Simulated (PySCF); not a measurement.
**Cadmium: a sound run and one with changed settings**

Sound run: Cd [Kr] 4d10 5s2, Cd⁺ [Kr] 4d10 5s1. All numbers are calculated (PySCF 2.14, scalar relativity through the core potential, in def2-TZVP with the def2 core potential (28 electrons) (6s4p3d1f, 40 functions)). The sound run starts from symmetry-adapted Hartree-Fock orbitals and uses a fine grid where one is needed.

Changed run: 26 angular points. This setting is unsound on purpose.

```tsv
species	method	sound run (hartree)	changed run (hartree)	converged
Cd	UHF	-166.88392	-166.88392	yes
Cd	PBE	-167.78889	-167.78889	yes
Cd	LDA	-167.49451	-167.49451	yes
Cd⁺	UHF	-166.61424	-166.61424	yes
Cd⁺	PBE	-167.45414	-167.45414	yes
Cd⁺	LDA	-167.14589	-167.14589	yes
```

Ionisation energy of Cd:

```csv
method,sound run (eV),changed run (eV)
UHF,7.338,7.338
PBE,9.109,9.109
LDA,9.486,9.486
```

Here the setting changes nothing at the digits shown.

For comparison, NIST gives 8.994 eV between the lowest levels.
